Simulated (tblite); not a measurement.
Species: C₅H₁₃NSi.
Cartesian coordinates in Å at the GFN2-xTB level; atoms count from 1:
```xyz
20
C5H13NSi angstrom
C      2.126   -1.097    0.781
Si     0.661    0.006    1.255
C     -0.489    0.383   -0.236
C      0.264    0.961   -1.434
C     -1.604    1.349    0.167
C     -1.116   -0.907   -0.627
N     -0.862   -1.916    0.074
H      2.688   -0.684   -0.050
H      1.798   -2.092    0.505
H      2.806   -1.189    1.622
H     -0.115   -0.530    2.371
H      1.202    1.321    1.662
H      0.740    1.899   -1.158
H     -0.413    1.154   -2.267
H      1.033    0.271   -1.774
H     -2.164    0.953    1.011
H     -1.178    2.306    0.459
H     -2.296    1.517   -0.659
H     -1.776   -0.902   -1.507
H     -1.310   -2.789   -0.199
```

Computed with GFN2-xTB (tblite): harmonic, unscaled wavenumbers at the GFN2-xTB geometry, gas phase. This tight-binding method is rough: wavenumbers can miss measured ones by several per cent, in bad cases by 10 to 20. Modes of hydrogen on silicon can be 10 to 20 % off. One conformer, not necessarily the lowest.

Harmonic wavenumbers (cm⁻¹): 59.7, 90.9, 127.0, 134.9, 162.7, 210.5, 234.9, 246.4, 315.6, 335.1, 343.2, 465.2, 534.0, 600.5, 613.3, 699.9, 772.7, 773.7, 794.2, 829.8, 850.0, 917.2, 971.2, 982.5, 1002.3, 1021.8, 1140.5, 1165.1, 1213.4, 1260.9, 1363.6, 1363.9, 1402.4, 1417.9, 1484.2, 1490.0, 1499.1, 1502.3, 1508.0, 1514.2, 1735.5, 2137.3, 2283.0, 2813.7, 2984.7, 2988.9, 3024.7, 3031.4, 3032.5, 3036.7, 3040.7, 3056.5, 3066.8, 3321.4.

A = 2579, B = 1780, C = 1518 MHz; mass 115.082 u (most abundant isotopes); point group C1, symmetry number 1.

Question: Zero-point energy?

Answer: Half the sum of the wavenumbers: 36484 cm⁻¹ = 436.45 kJ/mol.

Question: Entropy at 273.15 K, 1 bar (ideal gas, RRHO, classical rotation)?

Answer: Translation 166.22, rotation 117.00, vibration 115.30: S = 398.5 J/(mol K).

Question: And Cp and H(273.15 K) − H(0)?

Answer: Cp = 157.74 J/(mol K), of which vibrations give 124.48 (their classical limit is 54 R = 449.0); H(273.15 K) − H(0) = 26.41 kJ/mol without the zero-point energy, 17.32 from vibrations.

Question: How do the functions run with temperature in this model?

Answer: 
| T (K) | S (J/(mol K)) | Cp (J/(mol K)) | H − H(0) (kJ/mol) | G − H(0) (kJ/mol) | ln q(vib) |
| --- | --- | --- | --- | --- | --- |
| 50 | 236.5 | 53.8 | 2.01 | -9.81 | 0.33 |
| 100 | 283.0 | 82.8 | 5.45 | -22.85 | 1.44 |
| 298.15 | 412.8 | 168.3 | 30.48 | -92.59 | 6.94 |
| 373.15 | 453.9 | 198.8 | 44.26 | -125.10 | 9.01 |
| 500 | 518.6 | 244.2 | 72.45 | -186.84 | 12.46 |
| 750 | 631.0 | 310.5 | 142.34 | -330.93 | 18.97 |
| 1000 | 726.9 | 355.7 | 225.95 | -500.98 | 25.00 |

q(vib) and H(0) count from the zero-point level.

Question: Which modes carry the vibrational entropy at 273.15 K?

Answer: 59.7 cm⁻¹: 17.97; 90.9 cm⁻¹: 14.52; 127.0 cm⁻¹: 11.81; 134.9 cm⁻¹: 11.33; 162.7 cm⁻¹: 9.85; 210.5 cm⁻¹: 7.87 J/(mol K); the other 48 give 41.96 together.

Question: What must be added to the electronic energy to get the Gibbs energy at 273.15 K and 1 bar?

Answer: ZPE + [H(273.15 K) − H(0)] − T·S = 436.45 + 26.41 − 108.86 = 354.00 kJ/mol.

Hindered rotation and anharmonicity are outside this model. Other conformers, if any are populated, would add a mixing term that is left out. The structure is chiral; the term R ln 2 for an equal mix with its mirror image is left out.

Time: 0.78 s of wall time. Hardware: one thread of an Arm Neoverse V1, no GPU, on a shared host. The figure is for the frequency step alone.
